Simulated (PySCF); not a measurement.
C2H5BF2O, SMILES FB(F)OCC.

Geometry optimised at ωB97X-D3(BJ)/def2-SVP. One conformer was computed; it need not be the lowest.

Two levels are set side by side: TDA-PBE/def2-SVPD (PySCF) and TDA-CAM-B3LYP/def2-SVPD (PySCF). Vertical, same geometry. The lowest singlet is HOMO→LUMO 99 % with PBE and HOMO→LUMO 92 % with the other functional; states are paired by order. Differences are taken from unrounded values.

```
quantity                               TDA-CAM-B3LYP  TDA-PBE  TDA-PBE minus TDA-CAM-B3LYP
-------------------------------------  -------------  -------  ---------------------------
lowest singlet excitation (eV)                  8.67     7.51                        -1.17
lowest triplet excitation (TDA) (eV)            8.39     7.35                        -1.04
first bright state (f over 0.05) (eV)           9.57     9.12                        -0.45
its oscillator strength                         0.06     0.06                         0.00
```

A lower first singlet is the usual sign of a functional without exact exchange. Differences between two approximate levels are no errors against the true value.

Rough cost on one machine, each run with all the roots and properties that it gave: TDA-CAM-B3LYP against TDA-PBE about 4 times.
